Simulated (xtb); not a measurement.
C$_{3}$F$_{6}$, triplet, at a GFN2-xTB geometry (a higher spin typed on purpose: for a closed-shell molecule this is an excited state). Base run: GFN2-xTB run with xtb.

xtb was given this input:
```
$ xtb mol.xyz --gfn 2 --uhf 2 --json

# file mol.xyz
9

F      2.24180610    -0.01504848    -0.67225413
C      1.48256483     0.21210371     0.40084165
F      1.63666190     1.47421199     0.80383342
C      0.18045076    -0.40670960     0.49176153
F     -0.01977017    -1.37904404     1.38117812
C     -1.03302769    -0.07382793    -0.35157085
F     -2.07511199     0.30564498     0.39834754
F     -0.75958953     0.91672918    -1.19651435
F     -1.44398826    -1.12353778    -1.07527882
```

The base run was repeated with changes; each row names its change, and settings that it needs were set with it.

```tsv
change	ΔE vs base (kcal/mol)	dipole (D)	G_solv (kcal/mol)	SCF cycles
base	0.000	1.17	-	9
alpb = water	2.26	1.29	2.01	9
acc = 0.0001	0.000	1.17	-	15
acc = 1000	0.005	1.15	-	5
acc = 0.1	0.000	1.17	-	12
etemp = 5000	-1.31	1.00	-	9
gbsa = water	3.63	1.28	3.53	9
```

ALPB and GBSA are two models with their own fitted parameters for each solvent, which aren't always the measured dielectric constant.
